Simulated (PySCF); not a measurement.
Excitation energy of C⁺ by level of theory

C⁺ [He] 2s2 2p1 (2P) → C⁺ [He] 2s1 2p2 (4P), as a difference of total energies. All numbers are calculated (PySCF 2.14, the spin-free X2C one-electron Hamiltonian (Gaussian nucleus), in dyall-av3z (15s9p3d2f, 71 functions)). Correlated levels: valence: 1s2 frozen; virtual orbitals above 40 to 60 times the deepest correlated orbital energy dropped. The calculations carry no spin-orbit coupling.

```
           method  excitation energy (eV)  error (eV)
              UHF                   3.650      -1.681
    MP2 (valence)                   4.758      -0.573
SCS-MP2 (valence)                   5.184      -0.147
   CCSD (valence)                   5.288      -0.043
CCSD(T) (valence)                   5.319      -0.012
```

Reference: 5.331 eV (measured; NIST levels, between the centres of gravity of the two terms).

Errors of the correlated levels include the incompleteness of this basis and the frozen core.
